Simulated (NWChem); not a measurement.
Correlation energy of HClSi

```
Si
H 1 1.5382
Cl 1 2.0903 2 95.27
```
Charge 0, spin multiplicity 1.

Program: NWChem. The geometry was optimised at PBE0/def2-SVP, a minimum by its harmonic frequencies.

Basis set: cc-pVTZ. Each correlation energy counts from its own Hartree-Fock reference.

The correlated methods keep 10 core orbitals frozen. The structure started from a generated list of species. Coupled-cluster values serve here as a point of comparison, not as the truth.

Task: For the correlation energy, RI-MP2 gives -288.5 mHa and MP2 gives -288.5 mHa. What do SCS-MP2, CR-CCSD[T], CR-CCSD(T) give?

Result: SCS-MP2: -291.3 mHa; CR-CCSD[T]: -333.0 mHa; CR-CCSD(T): -332.8 mHa.
